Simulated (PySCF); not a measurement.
## Zr⁺: interval between two levels

Zr⁺ [Kr] 4d2 5s1 [4F9/2, M_J = 9/2] → Zr⁺ [Kr] 4d1 5s2 [2D5/2, M_J = 5/2], as a difference of total energies. All numbers are calculated (PySCF 2.14, the two-component X2C-1e Hamiltonian, in x2c-SVPall-2c with one added diffuse shell each of s, p, d type (7s9p7d1f, 76 functions)). Correlated levels: [Ar] 3d10 frozen; the 6 highest virtual spinors dropped. "Screened" scales the spin-orbit matrix elements by Boettger's factors to mimic the two-electron term; Breit and QED terms are absent.

```tsv
method	interval between two levels (cm⁻¹)
GHF (spin-free)	18535
GMP2 (spin-free)	12739
GHF (screened spin-orbit)	18432
GMP2 (screened spin-orbit)	12621
```

The labels give the starting determinants; with spin-orbit coupling the two ends relaxed to ⟨J²⟩ = 24.76, ⟨L²⟩ = 12.02, ⟨S²⟩ = 3.76 and ⟨J²⟩ = 9.66, ⟨L²⟩ = 6.89, ⟨S²⟩ = 0.78.

The determinant of the upper state mixes levels of different J (the jj label is only the starting occupation), so the difference between spin-free and spin-orbit rows is not the physical spin-orbit shift.
